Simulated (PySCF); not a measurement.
C₂H₆B₂F₂O₂.
SMILES: `COB(OC)B(F)F`

Torsions of this conformer, `[CH3:1][O:2][B:3]([O:4][CH3:5])[B:6]([F:7])[F:8]`: C1–O2–B3–O4 -179°, O2–B3–O4–C5 -1°, O2–B3–B6–F7 88°.

The closed-shell ground state was solved at several levels (PySCF, density fitting, gas phase, non-relativistic). One conformer (not necessarily the lowest) at the GFN2-xTB geometry, without solvent, vibrations or thermal averaging.

```csv
level,basis functions,total energy (Eh),HOMO (eV),LUMO (eV),gap (eV),dipole (D)
CAM-B3LYP/def2-SVPD,220,-479.3551,-10.04,0.71,10.75,2.81
B3LYP/pcJ-1,276,-479.8775,-8.23,-0.44,7.79,2.86
```

Question: Estimate the row for PBE0/pcSseg-1, a basis of 166 functions; the other rows only guide the guess.

Answer: Total energy -479.2929 Eh, HOMO -8.49 eV, LUMO -0.20 eV, gap 8.29 eV, dipole 2.86 D.

Question: Over all these levels, which gives the widest orbital gap and which the narrowest?

Answer: CAM-B3LYP/def2-SVPD (range-separated hybrid) has the widest, 10.75 eV, and B3LYP/pcJ-1 (global hybrid, 20 % exact exchange) the narrowest, 7.79 eV. Functional and basis both differ between the two, so the spread mixes both effects.

Question: How far do the dipole and the HOMO energy spread over the levels?

Answer: The dipole runs from 2.81 to 2.86 D (mean 2.84 D) and the HOMO from -10.04 to -8.23 eV.
